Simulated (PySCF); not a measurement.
Rb (SMILES [Rb]), doublet (all electrons, no relativity) (in this run its highest filled SCF level lies above zero, so its values depend strongly on the basis, on diffuse functions most of all); PySCF with SVWN5/STO-3G.

Here is a job for PySCF.
```python
from pyscf import gto, scf, dft

mol = gto.Mole()
mol.atom = '''
    Rb    0.000000    0.000000    0.000000
'''
mol.basis = 'sto-3g'
mol.charge = 0
mol.spin = 1
mol.verbose = 4
mol.build()

mf = dft.UKS(mol)
mf.xc = 'lda,vwn'
mf.diis = False
mf.damp = 0.6
mf.diis_start_cycle = 200
mf.max_cycle = 150
mf.kernel()
mf.analyze()
```

Question: What does PySCF print? Leave out banner, timings and long lists.

Answer: 
```
PySCF version 2.14.0

[INPUT] verbose = 4
[INPUT] num. atoms = 1
[INPUT] num. electrons = 37
[INPUT] charge = 0
[INPUT] spin (= nelec alpha-beta = 2S) = 1
[INPUT] symmetry False subgroup None
[INPUT] Mole.unit = angstrom
[INPUT] Symbol           X                Y                Z      unit          X                Y                Z       unit  Magmom
[...]
nuclear repulsion = 0
number of shells = 10
number of NR pGTOs = 66
number of NR cGTOs = 22
basis = sto-3g
ecp = {}

******** <class 'pyscf.dft.uks.UKS'> ********
method = UKS
initial guess = minao
damping factor = 0.6
level_shift factor = 0
DIIS disabled
SCF conv_tol = 1e-09
SCF conv_tol_grad = None
SCF max_cycles = 150
direct_scf = True
direct_scf_tol = 1e-13
number electrons alpha = 19  beta = 18
XC library pyscf.dft.libxc version 7.1.2
    S. Lehtola, C. Steigemann, M. J. T. Oliveira, and M. A. L. Marques,  SoftwareX 7, 1–5 (2018)
XC functionals = lda,vwn
    P. A. M. Dirac,  Math. Proc. Cambridge Philos. Soc. 26, 376 (1930)
    F. Bloch,  Z. Phys. 57, 545 (1929)
    S. H. Vosko, L. Wilk, and M. Nusair,  Can. J. Phys. 58, 1200 (1980)
radial grids:
    Treutler-Ahlrichs [JCP 102, 346 (1995); DOI:10.1063/1.469408] (M4) radial grids

becke partition: Becke, JCP 88, 2547 (1988); DOI:10.1063/1.454033
pruning grids: <function nwchem_prune>
grids dens level: 3
symmetrized grids: False
atomic radii adjust function: <function treutler_atomic_radii_adjust>
small_rho_cutoff = 0
Set gradient conv threshold to 3.16228e-05
tot grids = 21912
init E= -2900.76896146332

cycle= 1 E= -2905.00719947774  delta_E= -4.24  |g|= 0.208  |ddm|= 1.78
cycle= 2 E= -2905.02916030583  delta_E= -0.022  |g|= 0.0884  |ddm|= 0.205
cycle= 3 E= -2905.03263533444  delta_E= -0.00348  |g|= 0.0371  |ddm|= 0.0818
cycle= 4 E= -2905.03312518864  delta_E= -0.00049  |g|= 0.0167  |ddm|= 0.0304
cycle= 5 E= -2905.03319575756  delta_E= -7.06e-05  |g|= 0.00826  |ddm|= 0.0111
cycle= 6 E= -2905.03320763124  delta_E= -1.19e-05  |g|= 0.00443  |ddm|= 0.00422
cycle= 7 E= -2905.03321024451  delta_E= -2.61e-06  |g|= 0.00249  |ddm|= 0.00175
cycle= 8 E= -2905.03321099206  delta_E= -7.48e-07  |g|= 0.00144  |ddm|= 0.000842
cycle= 9 E= -2905.03321124267  delta_E= -2.51e-07  |g|= 0.000843  |ddm|= 0.000466
cycle= 10 E= -2905.03321133296  delta_E= -9.03e-08  |g|= 0.000497  |ddm|= 0.00028
cycle= 11 E= -2905.03321136649  delta_E= -3.35e-08  |g|= 0.000294  |ddm|= 0.000174
cycle= 12 E= -2905.03321137913  delta_E= -1.26e-08  |g|= 0.000175  |ddm|= 0.00011
cycle= 13 E= -2905.03321138394  delta_E= -4.81e-09  |g|= 0.000104  |ddm|= 6.94e-05
cycle= 14 E= -2905.03321138579  delta_E= -1.85e-09  |g|= 6.2e-05  |ddm|= 4.41e-05
cycle= 15 E= -2905.0332113865  delta_E= -7.12e-10  |g|= 3.7e-05  |ddm|= 2.81e-05
cycle= 16 E= -2905.03321138678  delta_E= -2.76e-10  |g|= 2.22e-05  |ddm|= 1.79e-05
Extra cycle  E= -2905.03321138696  delta_E= -1.79e-10  |g|= 1.16e-06  |ddm|= 2.85e-05
converged SCF energy = -2905.03321138696  <S^2> = 0.75031328  2S+1 = 2.0003133
**** SCF Summaries ****
Total Energy =                       -2905.033211386957191
Nuclear Repulsion Energy =               0.000000000000000
One-electron Energy =                -4053.073152433022642
Two-electron Energy =                 1148.039941046065678
Two-electron Coulomb Energy =         1243.963821490567398
DFT Exchange-Correlation Energy =      -95.923880444501805
**** MO energy ****
                             alpha | beta                alpha | beta
[...]
To work with the spin densities directly, `use mulliken_meta_spin()` only printing them here.

 ** Mulliken spin pop alpha/beta on meta-lowdin orthogonal AOs **
 ** Mulliken Spin Density (per AO)  **
spin_pop of  0 Rb 1s        0.00000
spin_pop of  0 Rb 2s        0.00003
spin_pop of  0 Rb 3s        0.00045
spin_pop of  0 Rb 4s        0.00187
spin_pop of  0 Rb 5s        0.99764
spin_pop of  0 Rb 2px      -0.00000
spin_pop of  0 Rb 2py      -0.00000
spin_pop of  0 Rb 2pz      -0.00000
spin_pop of  0 Rb 3px      -0.00002
spin_pop of  0 Rb 3py      -0.00002
spin_pop of  0 Rb 3pz      -0.00002
spin_pop of  0 Rb 4px      -0.00117
spin_pop of  0 Rb 4py      -0.00117
spin_pop of  0 Rb 4pz      -0.00117
spin_pop of  0 Rb 5px       0.00119
spin_pop of  0 Rb 5py       0.00119
spin_pop of  0 Rb 5pz       0.00119
spin_pop of  0 Rb 3dxy      0.00000
spin_pop of  0 Rb 3dyz      0.00000
spin_pop of  0 Rb 3dz^2     0.00000
spin_pop of  0 Rb 3dxz      0.00000
spin_pop of  0 Rb 3dx2-y2   -0.00000
 ** Mulliken Spin Density (per atom)  **
spin density of  0 Rb =      1.00000
 ** Mulliken pop alpha/beta on meta-lowdin orthogonal AOs **
 ** Mulliken pop       alpha | beta **
[...]
In total            19.00000 | 18.00000
 ** Mulliken atomic charges   ( Nelec_alpha | Nelec_beta ) **
charge of  0Rb =     -0.00000  (    19.00000     18.00000 )
Dipole moment(X, Y, Z, Debye):  0.00000, -0.00000,  0.00000
```
